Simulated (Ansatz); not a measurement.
Consider the substitution at a C–Si bond: `C[SiH](F)[SiH2]S` + `O[SiH2]B(O)F` → `CO[SiH2]B(O)F` + `F[SiH2][SiH2]S`.

Gas-phase electronic energies from Ansatz, PBE0-D4/def2-TZVP geometries. CBS: MP2 limit from def2 TZ/QZ plus the TZ coupled-cluster correction, frozen cores. Functionals use def2-TZVPP. B3LYP here is the variant with VWN-RPA as its local correlation; programs differ in this. Each species was taken in one conformer, which may not be the lowest.

```json
{"level": "B3LYP-D4", "ΔE (kcal/mol)": "21.3"}
{"level": "PBE", "ΔE (kcal/mol)": "21.8"}
```

Q: What does CCSD(T)/CBS give? (Best estimate.)

A: Computed: +23.0 kcal/mol. The listed levels differ from it by -1.7, -1.2 kcal/mol.

Largest T1 diagnostic among the species: 0.013.

In def2-TZVPP, CCSD(T) changes the Hartree–Fock value by +2.3 kcal/mol (the triples alone add +0.1 kcal/mol) and MP2 by +3.9 kcal/mol.
